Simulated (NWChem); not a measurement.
Everything below was run with NWChem. System: F₃Sb, charge 1, spin multiplicity 2, at the geometry of a parent with another charge or spin, in a state set for the comparison that need not be this species' ground state. Its SCF solution wasn't tested for a lower state. Level: UPBE0/x2c-SVPall-2c, scalar ZORA.

Input file:

```
start mol
memory heap 200 mb stack 900 mb global 1100 mb
charge 1
geometry units angstroms nocenter noautoz noautosym
  Sb     0.003674     0.348059     0.000000
  F     -0.823202    -0.648832     1.413878
  F     -0.823202    -0.648832    -1.413878
  F      1.625583    -0.674670     0.000000
end
basis spherical
  * library x2c-svpall-2c
end
relativistic
  zora on
end
dft
  xc pbe0
  odft
  mult 2
  semidirect memsize 60000000 filesize 0
  iterations 100
  grid fine
end
task dft energy
```

NWChem printed:

```
             Northwest Computational Chemistry Package (NWChem) 7.3.0
             --------------------------------------------------------

                                NWChem Input Module
                                -------------------

 Scaling coordinates for geometry "geometry" by  1.889725989
 (inverse scale =  0.529177249)

                             Geometry "geometry" -> ""
                             -------------------------

 Output coordinates in angstroms (scale by  1.889725989 to convert to a.u.)

  No.       Tag          Charge          X              Y              Z
 ---- ---------------- ---------- -------------- -------------- --------------
    1 Sb                  51.0000     0.00367400     0.34805900     0.00000000
    2 F                    9.0000    -0.82320200    -0.64883200     1.41387800
    3 F                    9.0000    -0.82320200    -0.64883200    -1.41387800
    4 F                    9.0000     1.62558300    -0.67467000     0.00000000

 Effective nuclear repulsion energy (a.u.)     425.5006860384

            Nuclear Dipole moment (a.u.)
            ----------------------------
        X                 Y               Z
 ---------------- ---------------- ----------------
    -0.0000283459     0.0000056692     0.0000000000


 Summary of "ao basis" -> "" (spherical)
 ------------------------------------------------------------------------------
       Tag                 Description            Shells   Functions and Types
 ---------------- ------------------------------  ------  ---------------------
 *                       x2c-svpall-2c                on all atoms

                                 NWChem DFT Module
                                 -----------------

 Summary of "ao basis" -> "ao basis" (spherical)
 ------------------------------------------------------------------------------
       Tag                 Description            Shells   Functions and Types
 ---------------- ------------------------------  ------  ---------------------
 Sb                      x2c-svpall-2c              18       50   6s8p4d
[...]
    82      0.135162  4 F  px                36     -0.128127  1 Sb d -2

   alpha - beta orbital overlaps
   -----------------------------

   alpha      1      2      3      4      5      6      7      8      9     10
    beta      1      2      5      3      4      6      9      7      8     10
 overlap   1.000  1.000  1.000  1.000  1.000  1.000  1.000  1.000  1.000  1.000

   alpha     11     12     13     14     15     16     17     18     19     20
    beta     11     12     17     15     16     13     14     18     21     19
 overlap   1.000  1.000  1.000  0.994  0.994  0.989  0.989  1.000  1.000  1.000

   alpha     21     22     23     24     25     26     27     28     29     30
    beta     20     22     23     26     24     25     27     28     29     30
 overlap   1.000  0.994  0.994  1.000  0.949  0.949  1.000  1.000  1.000  0.995

   alpha     31     32     33     34     35     36     37     38     39     40
    beta     31     32     33     34     35     36     37     38     39     40
 overlap   0.919  0.919  0.995  0.779  0.779  0.828  0.828  1.000  1.000  0.998

   alpha     41     42     43     44     45     46     47     48     49     50
    beta     41     42     43     44     45     46     47     48     49     50
 overlap   0.998  0.998  0.999  0.998  0.999  0.999  0.989  0.989  0.999  0.997

   alpha     51     52     53     54     55     56     57     58     59     60
    beta     51     52     53     54     55     56     57     58     59     60
 overlap   0.997  0.989  0.989  1.000  0.990  0.990  0.999  0.998  0.998  0.999

   alpha     61     62     63     64     65     66     67     68     69     70
    beta     61     62     63     64     65     66     69     67     68     70
 overlap   1.000  1.000  1.000  0.982  0.968  0.968  0.993  0.964  0.964  0.982

   alpha     71     72     73     74     75     76     77     78     79     80
    beta     71     72     73     74     75     76     77     78     79     80
 overlap   0.978  0.978  0.994  0.994  0.993  0.995  0.996  0.996  1.000  1.000

   alpha     81     82     83     84     85     86     87     88     89     90
    beta     81     82     83     84     85     86     87     88     89     90
 overlap   1.000  1.000  1.000  1.000  1.000  1.000  1.000  1.000  1.000  1.000

   alpha     91     92
    beta     91     92
 overlap   1.000  1.000

     --------------------------
     Expectation value of S2:
     --------------------------
      <S2> =      0.7615 (Exact =     0.7500)

 center of mass
 --------------
 x =   0.00051662 y =   0.04897451 z =   0.00000000

 moments of inertia (a.u.)
 ------------------
         411.131792051879           1.385444419820           0.000000000000
           1.385444419820         542.486747175654           0.000000000000
           0.000000000000           0.000000000000         411.120011495771

     Multipole analysis of the density
     ---------------------------------

     L   x y z        total         alpha         beta         nuclear
     -   - - -        -----         -----         ----         -------
     0   0 0 0      1.000000    -39.000000    -38.000000     78.000000

     1   1 0 0      0.018622      0.008415      0.010235     -0.000028
     1   0 1 0      1.770056      0.797376      0.972675      0.000006
     1   0 0 1     -0.000001     -0.000000     -0.000001      0.000000

     2   2 0 0    -27.472050    -79.803592    -76.159912    128.491454
     2   1 1 0      0.031035      0.354152      0.359724     -0.682842
     2   1 0 1      0.000002      0.000000      0.000002      0.000000
     2   0 2 0    -24.541638    -46.229438    -42.065370     63.753169
     2   0 1 1      0.000002      0.000000      0.000002      0.000000
     2   0 0 2    -27.472128    -79.806569    -76.162873    128.497314

 Task  times  cpu:       11.9s     wall:       11.9s

 Total times  cpu:       11.9s     wall:       11.9s
```
